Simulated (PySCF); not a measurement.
Precursor series Zn OH-Br. Isolated molecules, 0 K electronic values unless said otherwise. One relaxed conformer stands for each flexible species; it need not be the lowest.

The HOMO from two functionals at the same geometries (BP86-D3(BJ)/def2-SVP), both in PySCF: PBE-D3(BJ)/def2-TZVP and B3LYP-D3(BJ)/def2-TZVP. B3LYP has the VWN-RPA correlation part, as in Gaussian. 

```tsv
species	PBE-D3(BJ)/def2-TZVP (eV)
0 of 2 OH replaced by Br	-6.76
1 of 2 OH replaced by Br ([Zn(OH)(Br)])	-6.92
2 of 2 OH replaced by Br ([Zn(Br)2])	-7.31
```

Question: What does B3LYP-D3(BJ)/def2-TZVP give for each?

Answer: 
- 0 of 2 OH replaced by Br: -8.16
- 1 of 2 OH replaced by Br ([Zn(OH)(Br)]): -8.13
- 2 of 2 OH replaced by Br ([Zn(Br)2]): -8.30
Over these rows, drawn at random from the members with no instability flagged (it was tested for open shells, ions and some series alone), PBE minus B3LYP-D3(BJ): mean +1.20 eV, from +0.99 eV to +1.40 eV.
